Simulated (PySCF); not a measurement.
Compound: C8H6FN.
SMILES: `N#CCc1cccc(F)c1`

The calculation used TDDFT B3LYP/def2-SVPD, vertical, gas phase, core orbitals frozen in the response in PySCF 2.14.0, density-fitted response routines. Isolated species at its PBE0-D3(BJ)/def2-SVP geometry (one conformer only). Torsions of this conformer, `[N:1]#[C:2][CH2:3][c:4]1[cH:5][cH:6][cH:7][c:8]([F:9])[cH:10]1`: C2–C3–C4–C5 86°.

Computed states:

| state | E (eV) | f |
| --- | --- | --- |
| S1 | 5.23 | 0.016 |
| S2 | 5.90 | 0.0096 |
| S3 | 6.50 | 0.073 |
| S4 | 6.65 | 0.400 |
| S5 | 6.79 | 0.317 |
| S6 | 6.98 | 0.108 |
| S7 | 7.12 | 0.0061 |
| S8 | 7.16 | 0.0091 |
| S9 | 7.24 | 0.018 |
| S10 | 7.26 | 0.068 |

Each state is given a Gaussian of 0.25 eV full width at half maximum, with ε(max) = 2.175×10⁸ f / Δν̃ (Δν̃ the width in cm⁻¹). The width is an assumption, not a result. The curve ends short of the highest state used, and states not computed would add to its high-energy end.

Q: What does the envelope look like, and where are its maxima?

A: 
```json
{"E (eV)": "4.85", "ε (L mol⁻¹ cm⁻¹)": "3"}
{"E (eV)": "4.89", "ε (L mol⁻¹ cm⁻¹)": "12"}
{"E (eV)": "4.94", "ε (L mol⁻¹ cm⁻¹)": "46"}
{"E (eV)": "4.98", "ε (L mol⁻¹ cm⁻¹)": "119"}
{"E (eV)": "5.02", "ε (L mol⁻¹ cm⁻¹)": "266"}
{"E (eV)": "5.06", "ε (L mol⁻¹ cm⁻¹)": "516"}
{"E (eV)": "5.10", "ε (L mol⁻¹ cm⁻¹)": "868"}
{"E (eV)": "5.15", "ε (L mol⁻¹ cm⁻¹)": "1363"}
{"E (eV)": "5.19", "ε (L mol⁻¹ cm⁻¹)": "1667"}
{"E (eV)": "5.23", "ε (L mol⁻¹ cm⁻¹)": "1769"}
{"E (eV)": "5.27", "ε (L mol⁻¹ cm⁻¹)": "1629"}
{"E (eV)": "5.31", "ε (L mol⁻¹ cm⁻¹)": "1301"}
{"E (eV)": "5.36", "ε (L mol⁻¹ cm⁻¹)": "805"}
{"E (eV)": "5.40", "ε (L mol⁻¹ cm⁻¹)": "467"}
{"E (eV)": "5.44", "ε (L mol⁻¹ cm⁻¹)": "235"}
{"E (eV)": "5.48", "ε (L mol⁻¹ cm⁻¹)": "103"}
{"E (eV)": "5.52", "ε (L mol⁻¹ cm⁻¹)": "41"}
{"E (eV)": "5.57", "ε (L mol⁻¹ cm⁻¹)": "17"}
{"E (eV)": "5.61", "ε (L mol⁻¹ cm⁻¹)": "26"}
{"E (eV)": "5.65", "ε (L mol⁻¹ cm⁻¹)": "63"}
{"E (eV)": "5.69", "ε (L mol⁻¹ cm⁻¹)": "142"}
{"E (eV)": "5.73", "ε (L mol⁻¹ cm⁻¹)": "280"}
{"E (eV)": "5.78", "ε (L mol⁻¹ cm⁻¹)": "536"}
{"E (eV)": "5.82", "ε (L mol⁻¹ cm⁻¹)": "769"}
{"E (eV)": "5.86", "ε (L mol⁻¹ cm⁻¹)": "956"}
{"E (eV)": "5.90", "ε (L mol⁻¹ cm⁻¹)": "1031"}
{"E (eV)": "5.94", "ε (L mol⁻¹ cm⁻¹)": "965"}
{"E (eV)": "5.99", "ε (L mol⁻¹ cm⁻¹)": "728"}
{"E (eV)": "6.03", "ε (L mol⁻¹ cm⁻¹)": "495"}
{"E (eV)": "6.07", "ε (L mol⁻¹ cm⁻¹)": "294"}
{"E (eV)": "6.11", "ε (L mol⁻¹ cm⁻¹)": "158"}
{"E (eV)": "6.15", "ε (L mol⁻¹ cm⁻¹)": "97"}
{"E (eV)": "6.20", "ε (L mol⁻¹ cm⁻¹)": "152"}
{"E (eV)": "6.24", "ε (L mol⁻¹ cm⁻¹)": "378"}
{"E (eV)": "6.28", "ε (L mol⁻¹ cm⁻¹)": "924"}
{"E (eV)": "6.32", "ε (L mol⁻¹ cm⁻¹)": "2032"}
{"E (eV)": "6.36", "ε (L mol⁻¹ cm⁻¹)": "4028"}
{"E (eV)": "6.40", "ε (L mol⁻¹ cm⁻¹)": "7295"}
{"E (eV)": "6.45", "ε (L mol⁻¹ cm⁻¹)": "13789"}
{"E (eV)": "6.49", "ε (L mol⁻¹ cm⁻¹)": "21308"}
{"E (eV)": "6.53", "ε (L mol⁻¹ cm⁻¹)": "30848"}
{"E (eV)": "6.57", "ε (L mol⁻¹ cm⁻¹)": "41605"}
{"E (eV)": "6.61", "ε (L mol⁻¹ cm⁻¹)": "51959"}
{"E (eV)": "6.66", "ε (L mol⁻¹ cm⁻¹)": "61363"}
```

Maxima: 237 nm (5.23 eV), ε about 1800, made up of S1 (100%); 210 nm (5.90 eV), ε about 1000, made up of S2 (100%) (ε in L mol⁻¹ cm⁻¹; maxima over ε = 5, shares over 10%). At its high-energy end, 6.66 eV, the curve is still rising (ε about 61000, from S4 and S5).

Q: On this curve, what absorbance would a 10⁻⁵ mol/L sample give at 248 nm over a 1 cm path?

A: 248 nm is 4.999 eV, where ε is about 180 L mol⁻¹ cm⁻¹, so A = ε c l ≈ 0.0018 (Beer–Lambert, with the gas-phase spectrum and the assumed width).

Q: Coming from long wavelengths, where does ε first pass 100 L mol⁻¹ cm⁻¹?

A: At about 249 nm (4.97 eV), 0.25 eV below S1.

Q: What would ε be at 5.23 eV, the highest of these maxima, with half the width (0.125 eV)?

A: About 3530 L mol⁻¹ cm⁻¹ against 1770, a factor of about 2.00; a lone state at its own centre would give exactly 2.

The vertical ionisation energy (ΔSCF) is 9.46 eV, 2.21 eV above S10.

The run took 3.9 min on one thread of an Arm Neoverse V1, shared host.
